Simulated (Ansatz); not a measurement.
A run for Ansatz (a first-principles code): R-B97M-V/def2-TZVPPD on H4OSi (SMILES O[SiH3]). Files ending in .json are basis or fitting sets from the Basis Set Exchange.

Ansatz 0.2 input:
```yaml
crystal:
  periodic: [false, false, false]
  atoms:
    - {symbol: O, position_ang: [0.74549478, -1.33136271, 2.91454772]}
    - {symbol: Si, position_ang: [0.62259589, -0.07275083, 3.97118922]}
    - {symbol: H, position_ang: [0.48654382, -1.16333641, 1.99905222]}
    - {symbol: H, position_ang: [1.50757063, 1.05873469, 3.59256134]}
    - {symbol: H, position_ang: [1.02766695, -0.59621399, 5.29145655]}
    - {symbol: H, position_ang: [-0.76561848, 0.45121251, 4.04750265]}
basis:
  gaussian:
    orbitals: def2-TZVPPD.json
hamiltonian:
  xc: {name: B97M-V}
scf: {lower_state_search: off}
```

The log:

```
Functional definition: B97M-V
[...]
these checks for a lower state are left out or cut short: stability, starts, cluster_reference, orbital_swaps, neighbouring_geometries, increment
integrals: 0.06 GiB planned
725 factors; their error is unknown
mean field: 0.55 GiB planned
mean field evaluation 1: about -9984.3405 eV, gradient 5.5e1 eV
mean field evaluation 2: about -9965.8199 eV, gradient 1.1e2 eV
mean field evaluation 4: about -9989.2898 eV, gradient 2.4e0 eV
mean field evaluation 8: about -9989.3113 eV, gradient 1.9e-2 eV
mean field evaluation 16: about -9989.2953 eV, gradient 4.6e-5 eV
mean field -9989.29529543 eV, -367.0998311194 hartree, gradient 1.8e-6 eV, S^2 0.000000; 0 other end points of the search recorded, 0 dependent functions left out
reference -9989.29535991 eV, -367.0998334892 hartree; 13, 13 occupied and 143, 143 virtual orbitals, 725 factors
Total energy: -9989.29535991 eV, -367.0998334892 hartree
Checks for a lower state left out: stability, starts, cluster_reference, orbital_swaps, neighbouring_geometries, increment
```

The calculation finished and met its thresholds.

Cost: very roughly 4 core-seconds.
